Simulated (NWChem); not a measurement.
BeF₂; SMILES [F][Be][F]

Program: NWChem. All runs use the structure optimised with PBE0/def2-SVP.

For level B3LYP/cc-pVDZ:

* **highest occupied level (eV)**: -11.22

Question: Estimate the same quantities for level B3LYP/aug-cc-pVDZ.

Answer: 
| Quantity | Result |
|---|---|
| highest occupied level (eV) | -11.53 |
